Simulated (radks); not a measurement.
Q: All-electron atom: the lead ion Pb2+ in [Hg]. Method: non-relativistic Kohn-Sham, PBE, spin-polarised, spherical densities, point nucleus; relativity is left out, which matters for an element this heavy; computed with a radial shooting solver on a logarithmic mesh with Libxc functionals. Some entries of the table are withheld. Estimate them.

orbital,occ.,eigenvalue (Ry),<1/r> (bohr^-1)
1s,2,-5807.284,81.45
2s,2,-979.4053,19.21
2p,6,-943.1863,19.24
3s,2,-234.3744,7.471
3p,6,-217.1428,7.428
3d,10,-184.9834,7.365
4s,2,-52.80259,(1)
4p,6,(2),3.208
4d,10,-31.27595,3.033
4f,14,(3),2.721
5s,2,-9.61514,(4)
5p,6,(5),1.297
5d,10,-2.99444,1.029
6s,2,-1.76304,0.5198

A: 
(1) 4s <1/r> (bohr^-1): 3.293
(2) 4p eigenvalue (Ry): -45.23856
(3) 4f eigenvalue (Ry): -12.36507
(4) 5s <1/r> (bohr^-1): 1.404
(5) 5p eigenvalue (Ry): -7.08234
